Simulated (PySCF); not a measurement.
C2H7Al, charge +1, doublet, at a GFN2-xTB geometry (such geometries of metal compounds can be far from the true shape) (a state made from the parent by changing its charge; the spin is typed, not shown lowest); PySCF with CASSCF(3,3)+NEVPT2/6-31G.

PySCF was given this input:
```python
from pyscf import gto, scf, mcscf, mrpt
import numpy

mol = gto.Mole()
mol.atom = '''
    Al    0.215750   -0.058623   -0.174075
    C    -0.491612   -1.822315    0.463566
    H     0.095499   -2.581909   -0.080292
    H    -1.557255   -1.946942    0.232044
    H    -0.342761   -1.950567    1.543594
    C     0.062029    1.939041   -0.116963
    H     0.903838    2.310370   -0.726008
    H     0.147880    2.329896    0.905089
    H    -0.884248    2.283969   -0.553600
    H     1.409788   -0.383066   -1.137467
'''
mol.basis = '6-31g'
mol.charge = 1
mol.spin = 1
mol.verbose = 4
mol.build()

mf = scf.ROHF(mol)
mf.kernel()
mc = mcscf.CASSCF(mf, 3, 3)
mc.fix_spin_(ss=0.75)
mc.kernel()
occ = numpy.linalg.eigvalsh(mc.fcisolver.make_rdm1(mc.ci, mc.ncas, mc.nelecas))[::-1]
ss = mc.fcisolver.spin_square(mc.ci, mc.ncas, mc.nelecas)[0]
print('natural occupations', occ.round(4), ' <S^2>', round(ss, 4))
e2 = mrpt.NEVPT(mc).kernel()
print('E(NEVPT2) = %.10f' % (mc.e_tot + e2))
```

What the program printed (banner, timings and long lists left out):

```
PySCF version 2.14.0

[INPUT] verbose = 4
[INPUT] num. atoms = 10
[INPUT] num. electrons = 31
[INPUT] charge = 1
[INPUT] spin (= nelec alpha-beta = 2S) = 1
[INPUT] symmetry False subgroup None
[INPUT] Mole.unit = angstrom
[INPUT] Symbol           X                Y                Z      unit          X                Y                Z       unit  Magmom
[...]
nuclear repulsion = 94.1526221931912
number of shells = 31
number of NR pGTOs = 118
number of NR cGTOs = 45
basis = 6-31g
ecp = {}

******** <class 'pyscf.scf.rohf.ROHF'> ********
method = ROHF
initial guess = minao
damping factor = 0
level_shift factor = 0
DIIS = <class 'pyscf.scf.diis.CDIIS'>
diis_start_cycle = 1
diis_space = 8
diis_damp = 0
SCF conv_tol = 1e-09
SCF conv_tol_grad = None
SCF max_cycles = 50
direct_scf = True
direct_scf_tol = 1e-13
num. doubly occ = 15  num. singly occ = 1
Set gradient conv threshold to 3.16228e-05
init E= -321.523045559387
[...]
cycle= 1 E= -321.254828015356  delta_E= 0.268  |g|= 0.266  |ddm|= 1.63
[...]
cycle= 2 E= -321.298002966203  delta_E= -0.0432  |g|= 0.0735  |ddm|= 0.439
[...]
cycle= 3 E= -321.303621571495  delta_E= -0.00562  |g|= 0.0284  |ddm|= 0.118
[...]
cycle= 4 E= -321.305663733981  delta_E= -0.00204  |g|= 0.0207  |ddm|= 0.0686
[...]
cycle= 5 E= -321.306942253432  delta_E= -0.00128  |g|= 0.0113  |ddm|= 0.0645
[...]
cycle= 6 E= -321.307473726014  delta_E= -0.000531  |g|= 0.00414  |ddm|= 0.0717
[...]
cycle= 7 E= -321.307483354313  delta_E= -9.63e-06  |g|= 0.00127  |ddm|= 0.00604
[...]
cycle= 8 E= -321.307484482991  delta_E= -1.13e-06  |g|= 0.000353  |ddm|= 0.00331
[...]
cycle= 9 E= -321.307484812764  delta_E= -3.3e-07  |g|= 9.91e-05  |ddm|= 0.00183
[...]
cycle= 10 E= -321.307484826388  delta_E= -1.36e-08  |g|= 9.5e-06  |ddm|= 0.000323
[...]
cycle= 11 E= -321.307484826447  delta_E= -5.89e-11  |g|= 3.44e-06  |ddm|= 2.33e-05
[...]
Extra cycle  E= -321.307484826454  delta_E= -7.5e-12  |g|= 2.89e-06  |ddm|= 7.73e-06
converged SCF energy = -321.307484826454

******** <class 'pyscf.mcscf.mc1step.CASSCF'> ********
CAS (2e+1e, 3o), ncore = 14, nvir = 28
max_cycle_macro = 50
max_cycle_micro = 4
conv_tol = 1e-07
conv_tol_grad = None
orbital rotation max_stepsize = 0.02
orbital rotation threshold for CI restart = 0.01
augmented hessian ah_max_cycle = 30
augmented hessian ah_conv_tol = 1e-12
augmented hessian ah_linear dependence = 1e-14
augmented hessian ah_level shift = 1e-08
augmented hessian ah_start_tol = 2.5
augmented hessian ah_start_cycle = 3
augmented hessian ah_grad_trust_region = 3
kf_trust_region = 3
kf_interval = 4
ci_response_space = 4
ci_grad_trust_region = 3
with_dep4 0
natorb = False
canonicalization = True
sorting_mo_energy = False
ao2mo_level = 2
internal_rotation = False
******** <class 'pyscf.fci.addons.SpinPenaltyFCISolver'> ********
max. cycles = 50
conv_tol = 1e-08
davidson only = True
linear dependence = 1e-12
level shift = 0.001
max iter space = 12
nroots = 1
pspace_size = 400
spin = None
CASCI E = -321.307545634568  S^2 = 0.7500000
Set conv_tol_grad to 0.000316228
macro iter   1 ( 12 JK    3 micro), CASSCF E = -321.307582002695  dE = -3.63681269e-05  S^2 = 0.7500000
               |grad[o]|=0.000212  |grad[c]|=0.000868  |ddm|=0.000455  |maxRot[o]|=0.0853
macro iter   2 (  7 JK    2 micro), CASSCF E = -321.307619808689  dE = -3.78059932e-05  S^2 = 0.7500000
               |grad[o]|=0.000295  |grad[c]|=0.000342  |ddm|=0.0026  |maxRot[o]|=0.0699
macro iter   3 (  7 JK    2 micro), CASSCF E = -321.307695986542  dE = -7.61778535e-05  S^2 = 0.7500000
               |grad[o]|=0.000412  |grad[c]|=0.000667  |ddm|=0.00372  |maxRot[o]|=0.0699
macro iter   4 (  7 JK    2 micro), CASSCF E = -321.307823017626  dE = -1.27031084e-04  S^2 = 0.7500000
               |grad[o]|=0.000618  |grad[c]|=0.00111  |ddm|=0.00454  |maxRot[o]|=0.0699
macro iter   5 (  7 JK    2 micro), CASSCF E = -321.307975492090  dE = -1.52474464e-04  S^2 = 0.7500000
               |grad[o]|=0.000898  |grad[c]|=0.00103  |ddm|=0.00471  |maxRot[o]|=0.0473
[...]
               |grad[o]|=0.00781  |grad[c]|=0.0354  |ddm|=0.0199  |maxRot[o]|=0.148
macro iter  13 ( 18 JK    4 micro), CASSCF E = -321.322832703470  dE = -2.21503377e-03  S^2 = 0.7500000
               |grad[o]|=0.00696  |grad[c]|=0.0113  |ddm|=0.00887  |maxRot[o]|=0.126
macro iter  14 ( 15 JK    4 micro), CASSCF E = -321.322934619331  dE = -1.01915861e-04  S^2 = 0.7500000
               |grad[o]|=0.00428  |grad[c]|=0.00105  |ddm|=0.00356  |maxRot[o]|=0.0226
macro iter  15 (  7 JK    2 micro), CASSCF E = -321.322937344437  dE = -2.72510647e-06  S^2 = 0.7500000
               |grad[o]|=0.00041  |grad[c]|=7.95e-05  |ddm|=9.89e-05  |maxRot[o]|=0.00645
macro iter  16 (  3 JK    1 micro), CASSCF E = -321.322937356019  dE = -1.15819034e-08  S^2 = 0.7500000
               |grad[o]|=3.86e-05  |grad[c]|=1.73e-05  |ddm|=2.31e-05  |maxRot[o]|=0.00037
1-step CASSCF converged in  16 macro (166 JK  42 micro) steps
CASSCF canonicalization
Density matrix diagonal elements [1.98294582 0.99995478 0.01709939]
CASSCF energy = -321.322937356019
CASCI E = -321.322937356019  E(CI) = -3.42601648164452  S^2 = 0.7500000
natural occupations [1.983  0.9999 0.0171]  <S^2> 0.75

******** <class 'pyscf.mrpt.nevpt2.NEVPT'> ********
NEVPT2 (2e+1e, 3o), ncore = 14, nvir = 28
root = 0
Natural occ [1.98298366 0.99994462 0.01707172]
Natural orbital (expansion on meta-Lowdin AOs) in CAS space
               #1        #2        #3
0 Al 1s          0.00009  -0.00052  -0.00015
0 Al 2s         -0.00079   0.00329   0.00129
0 Al 3s          0.03271  -0.01263   0.02374
0 Al 4s         -0.00129  -0.02050  -0.02328
0 Al 2px        -0.00020  -0.00198   0.00002
0 Al 2py         0.00024   0.00054  -0.00026
0 Al 2pz         0.00016   0.00159  -0.00002
0 Al 3px         0.12204   0.33340   0.02991
0 Al 3py        -0.00978  -0.09092   0.02794
0 Al 3pz         0.03243  -0.26754   0.02421
0 Al 4px        -0.01623  -0.07397   0.01213
0 Al 4py         0.00020   0.02019  -0.03306
0 Al 4pz        -0.00125   0.05971   0.00313
1 C 1s          -0.00001  -0.00011  -0.00000
1 C 2s          -0.00749  -0.06189  -0.00157
1 C 3s           0.00119  -0.01454  -0.00057
1 C 2px         -0.01997  -0.13006  -0.00540
1 C 2py         -0.02247  -0.19335  -0.00669
1 C 2pz          0.00617   0.11396  -0.00150
1 C 3px         -0.00058  -0.01600  -0.00444
1 C 3py         -0.00005  -0.00851   0.00106
1 C 3pz         -0.00286   0.01329   0.00011
2 H 1s          -0.00021  -0.02304   0.00227
2 H 2s           0.00370  -0.00000  -0.00349
3 H 1s           0.01336   0.06846   0.00376
3 H 2s           0.00110   0.00001  -0.00006
4 H 1s           0.00172   0.06136  -0.00160
4 H 2s           0.00186  -0.00012  -0.00091
5 C 1s          -0.00173  -0.00011   0.00066
5 C 2s          -0.30682  -0.06243  -0.36110
5 C 3s           0.01193  -0.01486   0.02726
5 C 2px          0.60112  -0.06382   0.47105
5 C 2py         -0.16644   0.24730  -0.13036
5 C 2pz          0.28733   0.04576   0.21979
5 C 3px         -0.01954  -0.01187  -0.05213
5 C 3py          0.01417   0.01606  -0.00419
5 C 3pz         -0.00589   0.00963  -0.02665
6 H 1s           0.03088  -0.02198  -0.01491
6 H 2s           0.00208   0.00002  -0.00965
7 H 1s           0.03894   0.06960  -0.02099
7 H 2s           0.00168  -0.00002  -0.01205
8 H 1s          -0.63740   0.05970   0.74604
8 H 2s           0.05992  -0.00040  -0.12497
9 H 1s           0.05047   0.79831  -0.01944
9 H 2s          -0.00438  -0.00494  -0.00263
<CAS-nat-orb|mo-hf>  15     11       0.54709902
<CAS-nat-orb|mo-hf>  15     13       0.55407253
<CAS-nat-orb|mo-hf>  16     16       0.99999144
Sr    (-1)',   E = -0.00055791976568
Si    (+1)',   E = -0.00036933903399
Sijrs (0)  ,   E = -0.16289050584174
Sijr  (+1) ,   E = -0.00925073217117
Srsi  (-1) ,   E = -0.01781885569653
Srs   (-2) ,   E = -0.00285569123474
Sij   (+2) ,   E = -0.00031652733694
Sir   (0)' ,   E = -0.01932398050286
Nevpt2 Energy = -0.213383551583648
E(NEVPT2) = -321.5363209076
```
